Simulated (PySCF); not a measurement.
`O1[C@@H](O[C@@H](C)F)C1`, C4H7FO2

Geometry:
| atom | x (Å) | y (Å) | z (Å) |
| --- | --- | --- | --- |
| C1 | -2.067 | 0.881 | 0.113 |
| C2 | -1.020 | -0.081 | -0.366 |
| F3 | -1.145 | -0.259 | -1.726 |
| O4 | 0.231 | 0.443 | -0.087 |
| C5 | 1.274 | -0.428 | -0.306 |
| C6 | 2.403 | -0.366 | 0.607 |
| O7 | 1.459 | -1.427 | 0.651 |
| H8 | -1.909 | 1.855 | -0.371 |
| H9 | -3.067 | 0.507 | -0.142 |
| H10 | -1.994 | 1.007 | 1.202 |
| H11 | -1.121 | -1.083 | 0.091 |
| H12 | 1.381 | -0.749 | -1.351 |
| H13 | 2.346 | 0.349 | 1.436 |
| H14 | 3.410 | -0.635 | 0.266 |

Level of theory: PySCF 2.14.0, TDDFT CAM-B3LYP/aug-cc-pVDZ circular dichroism and optical rotation, one conformer, gas phase. Geometry: PBE0-D3(BJ)/def2-SVP.

The molecule is flexible and this is one conformer; a measurement averages over conformers.

Problem. What are the CIP labels of the stereocentres?

Solution. C2 R, C5 S.

Problem. List the lowest 12 singlet excitations with oscillator and rotatory strengths.

Solution. Rotatory strengths R in 10⁻⁴⁰ esu² cm², velocity form and length form (origin at the centre of mass); f in length form.
```
state  E (eV)  λ (nm)      f  R (velocity)  R (length)                                    main
    1    7.66     162  0.003          -1.0        -1.1        HOMO→LUMO 0.50, HOMO→LUMO+3 0.14
    2    7.86     158  0.027         +29.5       +29.5      HOMO→LUMO+1 0.29, HOMO→LUMO+3 0.23
    3    8.10     153  0.009          -5.6        -6.2      HOMO→LUMO+2 0.70, HOMO→LUMO+3 0.08
    4    8.26     150  0.016         -10.6       -10.7      HOMO−1→LUMO 0.34, HOMO→LUMO+1 0.20
    5    8.37     148  0.015         -19.0       -19.5    HOMO−1→LUMO 0.28, HOMO−1→LUMO+1 0.20
    6    8.49     146  0.011          -0.2        +0.1  HOMO−1→LUMO+3 0.31, HOMO−1→LUMO+1 0.13
    7    8.59     144  0.006          +4.9        +4.9      HOMO−2→LUMO 0.57, HOMO−1→LUMO 0.09
    8    8.71     142  0.028          +2.2        +2.0  HOMO−1→LUMO+2 0.66, HOMO−1→LUMO+3 0.09
    9    8.78     141  0.020         -11.1       -11.2  HOMO−2→LUMO+3 0.22, HOMO−2→LUMO+1 0.16
   10    8.86     140  0.033          +0.6        +1.0    HOMO−2→LUMO+2 0.19, HOMO→LUMO+3 0.19
   11    8.95     139  0.020         -10.3       -10.4  HOMO−2→LUMO+2 0.43, HOMO−2→LUMO+1 0.19
   12    8.99     138  0.003          +0.7        +0.9      HOMO→LUMO+4 0.27, HOMO→LUMO+7 0.12
```

For state 6 the two forms differ in sign, so the sign of R isn't settled.

Among the states computed, the strongest CD band (largest |R|) is state 2. The largest dissymmetry factor in size, g = 4R/(D+G), with D and G the electric and magnetic dipole strengths, is -0.016 for state 5 (velocity form, f = 0.015), among bands with |R| over 0.5. The mirror image has the same energies and oscillator strengths and all R with the opposite sign.
